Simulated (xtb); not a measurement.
C6H14Se, charge -1, doublet, at the geometry of the source list (a state made from the parent by changing its charge; the spin is typed, not shown lowest); xtb with GFN0-xTB.

Input for xtb:
```
$ xtb mol.xyz --gfn 0 --chrg -1 --uhf 1 --json

# file mol.xyz
21

C      1.99890000     1.06120000     0.24190000
C      1.50440000    -0.37290000     0.28330000
C      2.61270000    -1.36210000    -0.03850000
Se     0.01220000    -0.66590000    -1.02620000
C     -1.53940000    -0.00590000     0.06450000
C     -1.84740000     1.44750000    -0.24600000
C     -2.73910000    -0.89900000    -0.20260000
H      2.40850000     1.29020000    -0.74060000
H      2.78170000     1.20560000     0.98540000
H      1.19470000     1.76170000     0.45420000
H      1.06810000    -0.59890000     1.26190000
H      2.24880000    -2.38530000     0.04170000
H      3.44490000    -1.22910000     0.65260000
H      2.97700000    -1.20510000    -1.05490000
H     -1.21060000    -0.11680000     1.10310000
H     -1.00000000     2.09040000    -0.02320000
H     -2.09710000     1.56160000    -1.29930000
H     -2.69660000     1.78060000     0.34820000
H     -2.49560000    -1.94200000    -0.00880000
H     -3.05830000    -0.80560000    -1.23930000
H     -3.56780000    -0.61010000     0.44260000
```

**Question.** Write the output that xtb gives for this input, abridged.

**Answer.** 
```
   ID    Z sym.   atoms
    1    6 C      1-3, 5-7
    2   34 Se     4
    3    1 H      8-21

           -------------------------------------------------
          |                Calculation Setup                |
           -------------------------------------------------

           -------------------------------------------------
          |                 G F N 0 - x T B                 |
           -------------------------------------------------

          ...................................................
          :                      SETUP                      :
          :.................................................:
          :  # basis functions                  62          :
          :  # atomic orbitals                  61          :
          :  # shells                           43          :
          :  # electrons                        45          :
          :  electronic temp.          300.0000000     K    :
          :  accuracy                    1.0000000          :
          :  -> integral cutoff          0.2500000E+02      :
          :  -> integral neglect         0.1000000E-07      :
          ...................................................

         :::::::::::::::::::::::::::::::::::::::::::::::::::::
         ::                     SUMMARY                     ::
         :::::::::::::::::::::::::::::::::::::::::::::::::::::
         :: total energy             -25.096211600429 Eh    ::
         :: gradient norm              0.123834678604 Eh/a0 ::
         :: HOMO-LUMO gap              1.021355025444 eV    ::
         ::.................................................::
         :: H0 energy                -24.250245677152 Eh    ::
         :: repulsion energy           0.328595695835 Eh    ::
         :: electrostat energy        -1.166768117864 Eh    ::
         :: -> Gsolv                   0.000000000000 Eh    ::
         ::    -> Gsasa                0.000000000000 Eh    ::
         ::    -> Gshift               0.000000000000 Eh    ::
         :: dispersion energy         -0.007793501248 Eh    ::
         :: short-range corr.          0.000000000000 Eh    ::
         :: add. restraining           0.000000000000 Eh    ::
         :: total charge              -1.000000000000 e     ::
         :::::::::::::::::::::::::::::::::::::::::::::::::::::

           -------------------------------------------------
          |                Property Printout                |
[...]
    21   1 H        0.925     0.030     2.593     2.518

 Mol. C6AA /au·bohr⁶  :       4744.470954
 Mol. C8AA /au·bohr⁸  :     141304.961431
 Mol. α(0) /au        :        106.985303

Wiberg/Mayer (AO) data.
largest (>0.10) Wiberg bond orders for each atom

 ---------------------------------------------------------------------------
     #   Z sym  total        # sym  WBO       # sym  WBO       # sym  WBO
 ---------------------------------------------------------------------------
     1   6 C    3.980 --     2 C    1.018     8 H    0.978    10 H    0.977
                             9 H    0.977
     2   6 C    3.965 --     3 C    1.018     1 C    1.018    11 H    0.971
                             4 Se   0.880
     3   6 C    3.980 --     2 C    1.018    12 H    0.979    13 H    0.978
                            14 H    0.975
     4  34 Se   1.930 --     5 C    0.880     2 C    0.880
     5   6 C    3.965 --     6 C    1.018     7 C    1.018    15 H    0.970
                             4 Se   0.880
     6   6 C    3.980 --     5 C    1.018    16 H    0.978    17 H    0.977
                            18 H    0.977
     7   6 C    3.980 --     5 C    1.018    19 H    0.979    21 H    0.978
                            20 H    0.976
     8   1 H    0.981 --     1 C    0.978
     9   1 H    0.982 --     1 C    0.977
    10   1 H    0.982 --     1 C    0.977
    11   1 H    0.978 --     2 C    0.971
    12   1 H    0.987 --     3 C    0.979
    13   1 H    0.982 --     3 C    0.978
    14   1 H    0.990 --     3 C    0.975
    15   1 H    0.976 --     5 C    0.970
    16   1 H    0.982 --     6 C    0.978
    17   1 H    0.982 --     6 C    0.977
    18   1 H    0.982 --     6 C    0.977
    19   1 H    0.986 --     7 C    0.979
    20   1 H    0.987 --     7 C    0.976
    21   1 H    0.982 --     7 C    0.978
 ---------------------------------------------------------------------------

Topologies differ in total number of bonds
Writing topology from bond orders to xtbtopo.mol

 dipole moment from electron density (au)
     X       Y       Z
  -0.0432   1.5033   2.5050  total (Debye):    7.426

           -------------------------------------------------
          | TOTAL ENERGY              -25.096211600429 Eh   |
          | GRADIENT NORM               0.123834678604 Eh/α |
          | HOMO-LUMO GAP               1.021355025444 eV   |
           -------------------------------------------------

normal termination of xtb
```
